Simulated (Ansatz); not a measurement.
Consider the decarboxylation: `CC(=O)O[SiH](F)F` → `C[SiH](F)F` + `O=C=O`.

Calculated with Ansatz (gas phase, PBE0-D4/def2-TZVP geometries, no zero-point term in ΔE). CCSD(T)/CBS is the MP2 limit (def2-TZVPP, def2-QZVPP) plus CCSD(T) − MP2 in def2-TZVPP, frozen cores. This one scheme is used for every species. Functionals use def2-TZVPP. B3LYP here is the variant with VWN-RPA as its local correlation; programs differ in this. Each species was taken in one conformer, which may not be the lowest.

CCSD(T)/CBS gives +70.0 kJ/mol.

Another level gave +58.0 kJ/mol. Which?
A. B3LYP-D4/def2-TZVPP
B. PBE/def2-TZVPP
C. SCS-MP2/def2-TZVPP
D. LC-ωPBE/def2-TZVPP

A. B3LYP-D4 58.0, SCS-MP2/def2-TZVPP 52.1, LC-ωPBE 62.5, PBE 42.2 kJ/mol.

What do rigid-rotor, harmonic-oscillator terms from PBE0-D4/def2-TZVP frequencies (298.15 K, 1 bar) make of the CCSD(T)/CBS value? (Estimate.)

Computed: ΔZPE = -10.6 kJ/mol, ΔH = +61.5 kJ/mol, ΔS = 142 J/(mol·K), ΔG = +19.1 kJ/mol.

Largest T1 diagnostic among the species: 0.018.

At CCSD(T), def2-SVP lies −23.7 kJ/mol from the extrapolated value and def2-TZVPP −6.5 kJ/mol. The D4 term adds +13.1 kJ/mol with B3LYP and +7.2 kJ/mol with PBE0; it sums over pairs of atoms, weighted by their polarisabilities, and B3LYP, whose exchange is more repulsive, gets the larger term.
